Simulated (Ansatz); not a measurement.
`O[B](Cl)[GaH2]` + H₂ → `O[BH][GaH2]` + HCl at 400 K and 1 bar (hydrogenolysis of a B–Cl bond).

Calculated with Ansatz (gas phase, PBE0-D4/def2-TZVP geometries, no zero-point term in ΔE). CBS: MP2 limit from def2 TZ/QZ plus the TZ coupled-cluster correction, frozen cores. This one scheme is used for every species. For Ga outer-core shells are correlated without core-valence functions, which leaves a few kJ/mol of doubt a bond. Scalar relativity is left out up to krypton. One conformer a species, not always the lowest.

```json
{"species": "`O[B](Cl)[GaH2]`", "CCSD(T)/CBS energy (Eh)": "-2485.55917", "H − E (kJ/mol)": "116.2", "S (J/(mol·K))": "366.2"}
{"species": "H₂", "CCSD(T)/CBS energy (Eh)": "-1.17544", "H − E (kJ/mol)": "38.0", "S (J/(mol·K))": "139.0"}
{"species": "`O[BH][GaH2]`", "CCSD(T)/CBS energy (Eh)": "-2026.31965", "H − E (kJ/mol)": "130.6", "S (J/(mol·K))": "328.4"}
{"species": "HCl", "CCSD(T)/CBS energy (Eh)": "-460.38127", "H − E (kJ/mol)": "29.6", "S (J/(mol·K))": "195.4"}
```

H − E and S are ideal-gas, rigid-rotor, harmonic terms from PBE0-D4/def2-TZVP, for one conformer and one mirror image of each species. The MP2-based limit puts H₂ 0.8 mEh under its directly extrapolated value; such offsets cancel only in part. 1 Eh = 2625.50 kJ/mol, R = 8.31446 J/(mol·K).

Problem. By hand: ΔE, ΔH, ΔS and ΔG.

Solution. ΔE = (-2026.31965) + (-460.38127) − (-2485.55917) − (-1.17544) = 0.03369 Eh = 88.5 kJ/mol. Δ(H − E) = 130.6 + 29.6 − 116.2 − 38.0 = 6.0, so ΔH = 94.5 kJ/mol. ΔS = 328.4 + 195.4 − 366.2 − 139.0 = 18.6 J/(mol·K). ΔG = 94.5 − 400 × (18.6)/1000 = 87.1 kJ/mol.

Problem. By hand: the equilibrium constant, and the temperature at which ΔG would vanish if ΔH and ΔS stayed fixed.

Solution. log₁₀ K = −ΔG/(RT ln 10) = -11.4. ΔG = 0 at ΔH/ΔS = 5081 K, far beyond where these terms or the molecules hold.

ΔH outweighs TΔS. A doubt of 5 kJ/mol in ΔE shifts log₁₀ K by 0.7 here. Other conformers and mirror images would add mixing entropy, several J/(mol·K) or more a flexible species. These are equilibria of isolated gas molecules and say nothing of rates. Largest T1 diagnostic: 0.014 (customary marks: 0.02 for closed shells, 0.045 for open ones).
